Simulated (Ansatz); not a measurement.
`[NH2][GeH3]` → H• + `[NH][GeH3]`•  (homolysis of the H–N bond)

Computed with Ansatz on PBE0-D4/def2-TZVP structures; ΔE is electronic, products minus reactants. CBS: MP2 limit from def2 TZ/QZ plus the TZ coupled-cluster correction, frozen cores. This one scheme is used for every species, atoms too. Functionals use def2-TZVPP. B3LYP here is the variant with VWN-RPA as its local correlation; programs differ in this. No spin–orbit coupling; open shells (•) take unrestricted orbitals. Bonds to Ge are less sure, by a few kJ/mol each and by 10 to 20 or more in all where they break to atoms, as the def2 sets lack core-valence functions. Scalar relativity is left out up to krypton.

`[NH2][GeH3]`:

```xyz
7

N     0.689    0.216    0.910
Ge   -0.538   -0.063   -0.436
H     1.127   -0.633    1.242
H     1.421    0.868    0.662
H    -1.137    1.309   -0.783
H     0.050   -0.690   -1.722
H    -1.612   -1.007    0.127
```

`[NH][GeH3]`•:

Cartesian coordinates in Å:
```
N -0.299 -0.512 1.325
Ge 0.202 0.293 -0.286
H -0.909 -1.307 1.104
H 1.116 1.476 0.051
H -1.057 0.781 -1.030
H 0.948 -0.731 -1.164
```

```
         level  ΔE (kcal/mol)
        B2PLYP          113.0
         B3LYP          111.6
       LC-ωPBE          112.1
MP2/def2-QZVPP          118.1
```

Question: What does CCSD(T)/CBS give? (Best estimate.)

Answer: Ansatz gave: +116.3 kcal/mol. The listed levels differ from it by -3.3, -4.7, -4.2, 1.8 kcal/mol.

Largest T1 diagnostic among the species: 0.013.

Leaving LDA and LC-ωPBE aside and taking each functional with its dispersion term where it has one, the values, not all of them listed here, spread over 5.8 kcal/mol, from revPBE-D4 to ωB97M-V. LDA lies +15.2 kcal/mol from PBE without D4, its usual overbinding. At CCSD(T), def2-SVP lies −6.0 kcal/mol from the extrapolated value and def2-TZVPP −2.8 kcal/mol: correlation converges slowly with the basis, and small sets miss more of it in the bonded molecule than in its fragments. In def2-TZVPP, CCSD(T) changes the Hartree–Fock value by +28.9 kcal/mol (the triples alone add +1.1 kcal/mol) and MP2 by +31.9 kcal/mol; breaking electron pairs costs correlation energy, which Hartree–Fock lacks.
